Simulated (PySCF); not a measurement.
# A small calculation by hand: dipole moment from atomic charges

Ta(O)(OH)2(NH2) (H4NO3Ta), SMILES [OH][Ta]([OH])([NH2])=[O], multiplicity 1. Atoms are numbered in the order given.

```xyz
9

Ta     0.0186    -0.0255     0.0000
O     -0.0813    -1.7572     0.0000
O      0.9260     0.6216     1.5693
H      1.2575     0.2168     2.3779
O      0.9260     0.6216    -1.5693
H      1.2575     0.2168    -2.3779
N     -1.8803     0.5760     0.0000
H     -2.6924    -0.0369     0.0000
H     -2.1821     1.5493     0.0000
```
Charge 0, spin multiplicity 1.

Geometry optimised at B3LYP-D3(BJ)/def2-SVP. The spin state was assumed, not searched. The structure was generated by enumeration; whether it is a known compound was not checked. The def2 effective core potentials stand for the cores of Ta; spin–orbit coupling is left out. One conformer was computed; it need not be the lowest.

Charges (e) from PBE/def2-TZVP in PySCF:

```tsv
atom	Mulliken	ESP fit
Ta1	1.296	1.478
O2	-0.483	-0.598
O3	-0.628	-0.701
H4	0.330	0.405
O5	-0.628	-0.701
H6	0.330	0.405
N7	-0.707	-1.101
H8	0.252	0.399
H9	0.238	0.416
```

The dipole moment of the full density is 1.61 D.

What dipole moment does each set of point charges give, and which comes closer to that of the density?


μ = Σ q r, and 1 e Å = 4.8032 D.
Mulliken: Σ q r = (-0.138, 0.130, 0.000) e Å, |μ| = 0.91 D.
ESP fit: Σ q r = (-0.115, 0.313, 0.000) e Å, |μ| = 1.60 D.
ESP fit comes closer in size. Point charges leave out the atoms' own dipoles (lone pairs, polarised bonds); fits to the potential absorb them, partitions of the density don't.
